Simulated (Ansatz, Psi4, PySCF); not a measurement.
C$_{4}$H$_{12}$GeO$_{4}$, triplet, at the geometry of the source list (a higher spin typed on purpose: for a closed-shell molecule this is an excited state) (in this run its highest filled SCF level lies above zero, so its values depend strongly on the basis, on diffuse functions most of all). Base run: HF/STO-3G (PySCF).

PySCF was given this input:
```python
from pyscf import gto, scf

mol = gto.M(
    atom='''
C    -0.80310000   -2.35250000   -1.36370000
O    -0.63480000   -0.94180000   -1.32240000
Ge    0.02220000   -0.01870000    0.00450000
O    -0.40340000    1.64180000   -0.31950000
C    -1.62880000    2.11330000   -0.86520000
O    -0.62840000   -0.76800000    1.44110000
C    -0.26250000   -0.47940000    2.78090000
O     1.75700000   -0.02730000    0.20980000
C     2.68660000    0.72910000   -0.55240000
H    -1.66060000   -2.54710000   -2.01150000
H    -0.99760000   -2.76220000   -0.37410000
H     0.08700000   -2.82470000   -1.78270000
H    -2.26130000    2.50270000   -0.06380000
H    -2.16470000    1.32800000   -1.39980000
H    -1.38020000    2.91780000   -1.56090000
H     0.81550000   -0.55100000    2.92120000
H    -0.59440000    0.51870000    3.07120000
H    -0.76370000   -1.22630000    3.39760000
H     2.66570000    0.43870000   -1.60420000
H     2.47980000    1.79720000   -0.47420000
H     3.66960000    0.51150000   -0.13180000
''',
    basis='sto-3g',
    spin=2,
    verbose=3,
)

mf = scf.UHF(mol)
mf.kernel()
```

The same geometry, method and basis name were run in Ansatz (an electronic-structure program) and Psi4 and PySCF, at each program's defaults and at the settings that a row names. The base is PySCF at its defaults. Differences at the defaults can come from grids, fitting, cores and function types together. The rows with settings made alike still differ; the cause (another SCF solution, basis table, core potential or functional code) wasn't traced.

```csv
code and settings,ΔE vs base (mEh),basis functions,E (Eh),SCF cycles,dipole (D),outcome
"PySCF, defaults (exact integrals, spherical functions)",0.000,70,-2503.54622,20,3.86,converged
"Psi4, defaults (density fitting with its default set, spherical functions)",65.720,70,-2503.48050,44,2.40,another SCF solution
"Ansatz, defaults (factorised integrals, spherical functions)",0.039,70,-2503.54618,-,-,converged
"PySCF, density fitting with def2-universal-jkfit",-1.273,70,-2503.54749,20,3.86,converged
"Psi4, exact integrals, spherical functions",66.992,70,-2503.47923,47,2.40,another SCF solution
"Ansatz, high accuracy",0.000,70,-2503.54622,-,-,converged
```

A guess, shift, damping, solver or small numerical setting can't move a converged solution much, so rows marked as another SCF solution ended in a different state.

Open shells are given as the SCF converged; they aren't shown to be the lowest states, and a large step between rows can be another state.
